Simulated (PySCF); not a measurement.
# SMILES [C@@H]1(F)C[CH2][Ge@@H]1[F], C₃H₆F₂Ge

Cartesian coordinates in Å; atom numbers follow the order of the lines, from 1:
```xyz
12

F    -0.3846    2.3212    0.2100
C    -0.5129    1.0663   -0.3176
C    -0.8215   -0.0135    0.7291
C    -0.0353   -1.2331    0.2155
Ge    1.1536    0.0042   -0.8445
F     2.5256    0.4732    0.1582
H    -1.2690    1.1336   -1.1039
H    -1.8872   -0.2014    0.8551
H    -0.4134    0.3210    1.6833
H    -0.6418   -1.8704   -0.4237
H     0.4024   -1.8432    1.0009
H     1.8852   -0.1585   -2.1884
```

Computed with TDDFT BHandHLYP/aug-cc-pVDZ circular dichroism and optical rotation, one conformer, gas phase (PySCF). Geometry: GFN2-xTB.

The calculation is non-relativistic, which matters for the atoms heavier than Zn.

Stereocentres: C2 S, Ge5 S.

(1) What is the specific rotation at 633, 589.3, 546, 436, 405, 365, 355 nm?

(2) And for the mirror image at 589.3 nm?

(3) What is the molar rotation [Φ] = [α]·M/100 of the geometry above at 589.3 nm?

Answers

(1) [α] in deg dm⁻¹ (g/mL)⁻¹:
```
λ (nm)  origin-invariant length gauge  modified velocity gauge  length gauge (centre of mass)  isotropic polarisability (au)
   633                          +16.5                    +14.4                          +16.3                           65.7
 589.3                          +19.4                    +17.0                          +19.2                           66.0
   546                          +23.2                    +20.4                          +22.9                           66.3
   436                          +40.6                    +35.5                          +40.0                           67.6
   405                          +49.4                    +43.1                          +48.7                           68.2
   365                          +66.1                    +57.6                          +65.2                           69.3
   355                          +71.8                    +62.5                          +70.8                           69.7
```

(2) -19.4 deg dm⁻¹ (g/mL)⁻¹ (origin-invariant length gauge): the same size and the opposite sign.

(3) With M = 152.71 g/mol, +29.6 deg cm² dmol⁻¹ (origin-invariant length gauge).

The first excitation lies at 6.43 eV (193 nm) with R = +8.7 × 10⁻⁴⁰ esu² cm² (velocity form).
